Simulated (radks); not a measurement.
Question: The platinum anion Pt2-, [Hg], held by a Watson sphere: a shell of charge +2 at radius R that stands for the Madelung well of a crystal (potential energy -2/R inside, -2/r outside, in hartree with lengths in bohr). Method: scalar-relativistic Kohn-Sham, PBE, spin-polarised, spherical densities, finite nucleus; Fermi nuclear charge, rms radius of each element as measured or else 0.836 A^(1/3) + 0.57 fm; computed with a radial shooting solver on a logarithmic mesh with Libxc functionals. Response by self-consistent Sternheimer equations with the Hartree and adiabatic LDA kernel, the relativistic mass of each level held fixed and spin-orbit coupling left out. The sphere does not respond.

| R (bohr) | e(5p) (eV) | e(6s) (eV) | e(5d) (eV) | <r> 5d (bohr) | sum of <r^2> (bohr^2) | X-ray form factor at sin(theta)/lambda = 0.1 1/angstrom | alpha (bohr^3) |
|---|---|---|---|---|---|---|---|
| 3.28 | -54.043 | -6.235 | -4.943 | 1.852 | 84.65 | 74.871 | 66.59 |
| 4.01 | -53.088 | -5.176 | -3.799 | 1.894 | 91.42 | 74.673 | 94.67 |
| 4.57 | -52.470 | -4.454 | -3.096 | 1.918 | 96.48 | 74.560 | 123.8 |
| 4.67 | -52.370 | -4.336 | -2.984 | 1.921 | 97.38 | 74.543 | 129.9 |
| 4.76 | -52.282 | -4.232 | -2.886 | 1.925 | 98.20 | 74.528 | 135.7 |
| 5.59 | -51.580 | -3.397 | -2.121 | 1.951 | 105.9 | 74.418 | 203.7 |
| 5.66 | -51.529 | -3.336 | -2.066 | 1.954 | 106.5 | 74.411 | 211.0 |

Estimate the row for R = 3.45 bohr.

Answer: e(5p) (eV) -53.805; e(6s) (eV) -5.983; e(5d) (eV) -4.651; <r> 5d (bohr) 1.864; sum of <r^2> (bohr^2) 86.25; X-ray form factor at sin(theta)/lambda = 0.1 1/angstrom 74.819; alpha (bohr^3) 72.29.
